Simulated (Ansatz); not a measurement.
Geometry optimisation, RKS PBE-D4/def2-SVP in Ansatz 0.2.0.

input.yaml

```yaml
crystal:
  periodic: [false, false, false]
  atoms:
    - { symbol: Sn, position_ang: [-0.648415, 1.279425, 0.367323] }
    - { symbol: H, position_ang: [0.068214, -1.605695, -0.129927] }
    - { symbol: C, position_ang: [0.773741, 0.058573, -0.341183] }
    - { symbol: H, position_ang: [0.269335, -2.27632, -0.25637] }
    - { symbol: H, position_ang: [-2.10436, 1.445375, -0.544836] }
    - { symbol: H, position_ang: [-0.956387, 1.255964, 2.066477] }
    - { symbol: H, position_ang: [1.670398, -0.136658, 0.268666] }
    - { symbol: H, position_ang: [0.927474, -0.020563, -1.430149] }
basis:
  gaussian: { orbitals: def2-SVP }
hamiltonian:
  xc: pbe
  dispersion: d4
relax:
  f_tol: 0.03
  max_steps: 50
output:
  orbitals: {}
```

Command:

```bash
$ ansatz run input.yaml --threads 1 --pin off --max-ram 2048MiB --backend cpu --events-out ev --progress --plain --runs-dir out
```

Problem. Where does it end, and by what steps?

Solution. The forces met the threshold. After 7 steps the energy has fallen by 0.438 eV; H4 moved furthest, 0.89 Å.

```csv
step,energy less start (eV),largest force component (eV/Å),accepted
0,0.0000,3.246,yes
1,-0.2580,0.304,yes
2,-0.3088,0.709,yes
3,-0.3642,0.806,yes
4,-0.4137,0.377,yes
5,-0.4296,0.148,yes
6,-0.4376,0.033,yes
7,-0.4381,0.010,yes
```

```xyz
8
Properties=species:S:1:pos:R:3
Sn -0.753 1.376 0.419
H 0.249 -2.394 -0.259
C 0.795 0.389 -0.330
H 0.248 -3.164 -0.302
H -2.124 1.800 -0.524
H -0.972 1.613 2.106
H 1.656 0.129 0.305
H 0.901 0.250 -1.416
```

Whether the end is a true minimum wasn't checked by a vibrational analysis.

Time of the run: 13 s on 1 thread of Arm Neoverse V2, on a shared host, peak memory 0.12 GiB.
